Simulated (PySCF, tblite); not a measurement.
Isomers of C6H8ClFSi, one GFN2-xTB conformer each. Single-point energies are computed at PBE0/pcSseg-1 (PySCF, gas phase, no added dispersion term), electronic only.

Question: Rank them by PBE0/pcSseg-1 energy, lowest first (kcal/mol).
A. `[CH:1]#[C:2][C@@:3]1([Cl:4])[SiH2:5][CH2:6][CH2:7][C@@H:8]1[F:9]` with C2–C3–Si5–C6 95°, C3–Si5–C6–C7 -4°, Si5–C6–C7–C8 32°, C6–C7–C8–F9 64°
B. `[CH2:1]=[C:2]1[CH:3]=[C:4]([F:5])[SiH2:6][C@H:7]([Cl:8])[CH2:9]1` with C1–C2–C3–C4 168°, C3–C4–Si6–C7 -9°, C4–Si6–C7–Cl8 161°, Si6–C7–C9–C2 -65°
C. `[CH2:1]=[C:2]1[CH:3]=[C:4]([F:5])[CH2:6][C@H:7]([Cl:8])[SiH2:9]1` with C1–C2–C3–C4 179°, C3–C4–C6–C7 29°, C4–C6–C7–Cl8 66°, C6–C7–Si9–C2 46°
D. `[CH:1]#[C:2][C@@H:3]1[CH2:4][SiH2:5][C@H:6]([Cl:7])[C@H:8]1[F:9]` with C2–C3–C4–Si5 -82°, C3–C4–Si5–C6 -18°, C4–Si5–C6–Cl7 112°, Si5–C6–C8–F9 -87°

Answer: C (0.0), B (1.6), A (25.6), D (26.3).

As drawn, the lowest has a C=C bond outside aromatic rings, which the highest lacks; the highest has a C≡C bond, which the lowest lacks. Neighbours under 2.5 kcal/mol apart (C=C1C=C(F)C[C@H](Cl)[SiH2]1 and C=C1C=C(F)[SiH2][C@H](Cl)C1; C#C[C@@]1(Cl)[SiH2]CC[C@@H]1F and C#C[C@@H]1C[SiH2][C@H](Cl)[C@H]1F) can change places with a better method, another conformer or zero-point energy. GFN2-xTB itself gives, in the same order: 0.0, 0.4, 13.9, 13.8. Both levels put the same isomer lowest; measured from each level's own lowest isomer, the values differ by up to 12.5 kcal/mol (C#C[C@@H]1C[SiH2][C@H](Cl)[C@H]1F: 13.8 against 26.3).

Question: Which frontier levels, dipoles and rotational constants go with these structures?

Answer: 
```tsv
SMILES	HOMO (eV, PBE0/pcSseg-1)	LUMO (eV)	dipole (D)	A, B, C (MHz)
C=C1C=C(F)C[C@H](Cl)[SiH2]1	-6.70	-1.06	2.31	1247, 1197, 787.0
C=C1C=C(F)[SiH2][C@H](Cl)C1	-6.94	-1.26	1.41	1553, 900.9, 586.3
C#C[C@@]1(Cl)[SiH2]CC[C@@H]1F	-7.60	-0.59	3.25	1434, 1113, 953.6
C#C[C@@H]1C[SiH2][C@H](Cl)[C@H]1F	-7.64	0.09	1.41	1250, 1154, 981.1
```

Question: What happens when harmonic zero-point energies from GFN2-xTB frequencies are added?

Answer: 
```json
{"SMILES": "C=C1C=C(F)C[C@H](Cl)[SiH2]1", "ZPE (kcal/mol)": "74.2", "electronic (kcal/mol)": "0.0", "with ZPE (kcal/mol)": "0.0"}
{"SMILES": "C=C1C=C(F)[SiH2][C@H](Cl)C1", "ZPE (kcal/mol)": "74.3", "electronic (kcal/mol)": "1.6", "with ZPE (kcal/mol)": "1.7"}
{"SMILES": "C#C[C@@]1(Cl)[SiH2]CC[C@@H]1F", "ZPE (kcal/mol)": "73.7", "electronic (kcal/mol)": "25.6", "with ZPE (kcal/mol)": "25.2"}
{"SMILES": "C#C[C@@H]1C[SiH2][C@H](Cl)[C@H]1F", "ZPE (kcal/mol)": "73.8", "electronic (kcal/mol)": "26.3", "with ZPE (kcal/mol)": "25.9"}
```

The zero-point energies span 0.6 kcal/mol. The order is unchanged.

Question: As an exercise, what shares would exp(−E/RT) give at 500 K from these electronic energies alone (no entropy, no degeneracies)?

Answer: RT = 0.994 kcal/mol: C=C1C=C(F)C[C@H](Cl)[SiH2]1 82.8 %, C=C1C=C(F)[SiH2][C@H](Cl)C1 17.2 %, C#C[C@@]1(Cl)[SiH2]CC[C@@H]1F under 0.1 %, C#C[C@@H]1C[SiH2][C@H](Cl)[C@H]1F under 0.1 %.
